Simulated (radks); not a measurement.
The numbers below are computed, except where a source is named.
Isoelectronic series with 18 electrons, each ion in its NIST ground configuration. Level of theory: non-relativistic Kohn-Sham, PBEsol, spin-polarised, spherical densities, point nucleus (a radial shooting solver on a logarithmic mesh with Libxc functionals). Total energies (hartree) and orbital eigenvalues (Ry):

ion,configuration,E (hartree),3p,3s,2p
Ar,[Ar],-526.60663,-0.75332,-1.76211,-16.87070
K+,[Ar],-598.75598,-1.82585,-3.01432,-21.00663
Ca2+,[Ar],-675.84253,-3.15931,-4.52967,-25.69259
Sc3+,[Ar],-757.85254,-4.73932,-6.29258,-30.91062
Ti4+,[Ar],-844.77743,-6.55839,-8.29508,-36.65112
V5+,[Ar],-936.61142,-8.61200,-10.53242,-42.90822
Cr6+,[Ar],-1033.35040,-10.89720,-13.00154,-49.67803
Mn7+,[Ar],-1134.99135,-13.41194,-15.70033,-56.95785
Fe8+,[Ar],-1241.53198,-16.15475,-18.62729,-64.74570
Co9+,[Ar],-1352.97054,-19.12454,-21.78129,-73.04013
Ni10+,[Ar],-1469.30562,-22.32049,-25.16149,-81.84002
Cu11+,[Ar],-1590.53612,-25.74196,-28.76723,-91.14449
Zn12+,[Ar],-1716.66113,-29.38842,-32.59801,-100.9529
